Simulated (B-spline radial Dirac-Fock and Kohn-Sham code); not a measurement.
Zn⁷⁺: eigenvalues, ΔSCF and the reference

System: the Zn⁷⁺ ion, configuration [Ar] 3d5.

The density-functional columns are spherical, spin-unpolarised Dirac-Kohn-Sham results without Breit or QED terms: −ε is minus the orbital energy of the initial state and ΔSCF the difference of two total energies. The reference in the last column comes from multi-electron Dirac-Fock with separately optimised hole states, Breit and Lamb-shift corrections added in first order. All numbers are from a B-spline atomic structure program, in eV; a selection of levels is shown. For the 1s level of heavy atoms much of the gap between ΔSCF and the reference is the Breit and QED part, -18.2 eV here; for other levels the error of the functional can be larger.

```
     level  PBE −ε  PBE ΔSCF  LDA −ε  LDA ΔSCF  Dirac-Fock
    K (1s)  9683.4    9875.2  9665.0    9856.2      9839.8
   L1 (2s)  1321.6    1358.7  1319.5    1356.8      1382.7
L2 (2p1/2)  1183.2    1227.0  1182.6    1226.5      1228.1
L3 (2p3/2)  1159.3    1202.4  1158.8    1201.9      1204.7
   M1 (3s)   278.4     294.1   277.7     293.4       304.5
M2 (3p1/2)   233.7     249.2   233.5     249.1       251.9
M3 (3p3/2)   230.1     245.6   230.0     245.4       248.3
 M4,5 (3d)   154.9     170.3   155.2     170.6       168.7
```

Q: Order the estimates of the K (1s) level by their distance from the Dirac-Fock value, nearest first.
A. LDA −ε
B. PBE ΔSCF
C. PBE −ε
D. LDA ΔSCF

A: D (16.4 eV), B (35.4 eV), C (156.4 eV), A (174.8 eV).

Values without a named source are computed, but for edge energies of neutral atoms, which are taken from tables.
